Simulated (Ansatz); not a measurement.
C$_{2}$H$_{7}$BO$_{2}$ (`CB(O)CO`). Charge 0, multiplicity 1. The structure was optimised at the PBE0-D4/def2-TZVP level. It is one conformer, not always the lowest.

```xyz
12

C     0.055   -0.650   -1.238
B    -0.476   -0.259    0.188
O    -1.653   -0.726    0.688
C     0.315    0.722    1.139
O     1.586    1.160    0.678
H     0.088    0.233   -1.888
H    -0.546   -1.406   -1.751
H     1.086   -1.011   -1.174
H    -2.113   -1.319    0.090
H    -0.328    1.579    1.402
H     0.495    0.209    2.091
H     1.491    1.468   -0.225
```

Q: What is the dipole moment at ωB97M-V/def2-TZVPP? (An estimate is asked.)

A: The calculation gave: 2.80 D, with components (-1.52, -0.87, -2.18) D in this frame, pointing from negative to positive charge.

Q: And with PBE, r2SCAN, B3LYP? (Estimate.)

A: Ansatz gave: PBE 2.68 D, r2SCAN 2.74 D, B3LYP 2.77 D.

Q: Give the Mulliken charges with ωB97M-V, B3LYP, r2SCAN in def2-TZVPP. (Estimate.)

A: The calculation gave: 
```
atom  ωB97M-V  B3LYP  r2SCAN
  C1    -0.39  -0.35   -0.27
  B2     0.15   0.16    0.21
  O3    -0.26  -0.27   -0.30
  C4    -0.04   0.00    0.05
  O5    -0.34  -0.36   -0.38
  H6     0.11   0.09    0.06
  H7     0.08   0.07    0.03
  H8     0.14   0.12    0.09
  H9     0.17   0.19    0.20
 H10     0.10   0.08    0.05
 H11     0.10   0.09    0.05
 H12     0.17   0.18    0.19
```

B3LYP here is the variant with VWN-RPA as its local correlation; programs differ in this.
